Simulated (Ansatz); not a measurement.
Molecule: C4H5OSi (charge -1, singlet). It need not be the lowest isomer of its formula. Whether it binds its extra electron was not tested at this geometry. 
Structure (B3LYP-D3(BJ)/def2-TZVP (Ansatz, a program for electronic structure) minimum search):
SMILES: [SiH2-]c1ccco1
```xyz
11

Si     2.1217     0.3406     0.2837
C      0.2491    -0.0749     0.0627
C     -0.6247    -0.9404     0.6764
C     -1.9476    -0.6504     0.2160
C     -1.8216     0.3781    -0.6603
O     -0.5138     0.7442    -0.7633
H      2.5510    -0.0456    -1.1382
H      2.4517    -1.0214     0.9083
H     -0.3357    -1.7119     1.3712
H     -2.8674    -1.1451     0.4894
H     -2.5240     0.9269    -1.2648
```
Charge -1, spin multiplicity 1.

Basis-set convergence of Hartree-Fock and CCSD correlation energies (hartree) with Ansatz. Valence correlation only, unless marked. No spin-orbit coupling. No relativistic terms.

```csv
basis,functions,E(HF),"E(corr, CCSD)"
aug-cc-pV(D+d)Z,192,-518.15220,-0.89800
aug-cc-pV(T+d)Z,400,-518.21580,-1.04942
aug-cc-pV(Q+d)Z,719,-518.23196,-1.09577
```

Extrapolating the two largest sets (X = 3 and 4) as X^-3: E(corr) = (64·(-1.09577) - 27·(-1.04942))/37 = -1.1296 Eh, an estimate of the basis-set limit. The largest set recovers 97.0 % of it, the smallest 79.5 %.
